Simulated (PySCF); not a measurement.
# Be (beryllium, neutral): UHF calculation

Configuration: [He] 2s2, closed-shell 1S. Calculation: PySCF 2.14, in def2-TZVPPD (5s4p1d, 22 functions); the non-relativistic Hamiltonian (point nucleus).

```
Total energy                                     : -14.572580 hartree
One-electron energy                              : -19.0616 hartree
Hartree (Coulomb) energy                         : 7.1558 hartree
Exchange energy                                  : -2.6667 hartree
Kinetic energy                                   : 14.57258 hartree
⟨S²⟩                                             : 0.0000
⟨L²⟩                                             : 0.000
Sum of ⟨r⟩                                       : 6.130 bohr
Sum of ⟨r²⟩                                      : 17.33 bohr²
Density at the nucleus (Gaussians lack the cusp) : 34.2 bohr⁻³
Langevin diamagnetic susceptibility              : -13.7 ×10⁻⁶ cm³/mol
```

```json
{"shell": "1s", "electrons": "2", "mean orbital energy (eV)": "-128.78", "rms radius, mean of both spins (bohr)": "0.483"}
{"shell": "2s", "electrons": "2", "mean orbital energy (eV)": "-8.414", "rms radius, mean of both spins (bohr)": "2.90"}
```
